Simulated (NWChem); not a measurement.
# N-methylmethanimine (C$_{2}$H$_{5}$N); SMILES C=NC

All runs: NWChem. Structure relaxed at the PBE0/def2-SVP level. Level: PBE0/def2-SVP with COSMO at NWChem's default radii, gas-phase geometry; rows give the dielectric constant.

```
dielectric constant  electrostatic solvation energy (kcal/mol)  dipole in solution (D)
-------------------  -----------------------------------------  ----------------------
3.9                                                       -2.4                    1.74
4.8                                                       -2.6                    1.77
7.6                                                       -2.9                    1.81
37.5                                                      -3.3                    1.87
46.7                                                      -3.3                    1.88
```
